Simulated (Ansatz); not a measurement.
Molecule: CH₅O₃Si, charge 0, multiplicity 2. It need not be the lowest isomer of its formula. SMILES: C[Si]([O])(O)O
Geometry from a B3LYP-D3(BJ)/def2-TZVP (Ansatz, a first-principles code) optimisation:
```
Si
O 1 1.6352
H 2 0.9600 1 117.68
O 1 1.6352 2 102.73 3 166.74
H 4 0.9600 1 117.65 2 -165.61
O 1 1.6611 2 113.69 3 43.54
C 1 1.8703 2 113.62 3 -70.06
H 7 1.0898 1 112.04 2 -177.40
H 7 1.0898 8 108.64 1 124.32
H 7 1.0941 8 108.65 9 118.05
```
Charge 0, spin multiplicity 2.

Computed values are from Ansatz. Cores are frozen in the correlated levels unless marked. UHF or UKS for open shells. Spin-orbit coupling is left out. No relativistic terms. CBS(X,Y): correlation extrapolated as X^-3; Hartree-Fock from the larger set. [CCSD(T)-MP2]/basis is that difference in the basis named.

Task: What is the dipole moment at CCSD(T)/aug-cc-pV(D+d)Z?

Result: 1.63 D.

Task: What is the total energy at RI-MP2/CBS(cc-pV(T+d)Z,cc-pV(Q+d)Z)+[CCSD(T)-MP2]/cc-pV(T+d)Z?

Result: -555.7360 Eh.

Task: What is the atomisation energy De at RI-MP2/CBS(cc-pV(T+d)Z,cc-pV(Q+d)Z)+[CCSD(T)-MP2]/cc-pV(T+d)Z?

Result: 3911.3 kJ/mol.

Task: What is the T1 diagnostic at CCSD/cc-pV(T+d)Z?

Result: 0.014.
